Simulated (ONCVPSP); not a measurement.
An all-electron radial function and its pseudo partner (S (Z = 16))

Columns: radius, all-electron u(r) and pseudo u(r) of the 2p shell (level -182.09 eV) of sulfur in the configuration [He] 2s2 2p6 3s2 3p2; PBEsol, scalar-relativistic, ONCV scheme, ONCVPSP 4.0.1.

```tsv
r (bohr)	all-electron	pseudo
0.035	0.1236	0.0545
0.070	0.3736	0.2052
0.105	0.6490	0.4299
0.140	0.8993	0.6925
0.175	1.1046	0.9559
0.210	1.2585	1.1873
0.245	1.3630	1.3642
0.280	1.4241	1.4772
0.315	1.4488	1.5283
0.350	1.4439	1.5269
0.385	1.4159	1.4870
0.420	1.3708	1.4231
0.455	1.3130	1.3466
0.490	1.2469	1.2655
0.525	1.1755	1.1842
0.560	1.1013	1.1045
0.595	1.0263	1.0271
0.630	0.9520	0.9519
0.665	0.8795	0.8793
0.700	0.8097	0.8095
0.735	0.7431	0.7429
0.770	0.6801	0.6800
0.805	0.6210	0.6208
0.840	0.5658	0.5656
0.875	0.5144	0.5143
0.910	0.4670	0.4669
```

**Question.** How many radial nodes do the two functions have?

**Answer.** The all-electron 2p function has n − l − 1 = 0; the pseudo-wave has 0.

**Question.** At about which radius was the pseudo-wave matched?

**Answer.** 0.70 bohr. The columns agree to 0.0005 from 0.63 bohr on; several derivatives are matched, so the curves merge somewhat inside the radius.

**Question.** Is the pseudo-wave norm-conserving?

**Answer.** Yes: the ONCV scheme keeps the norm inside the radius equal to the all-electron one, which fixes the energy derivative of the logarithmic derivative at the level.
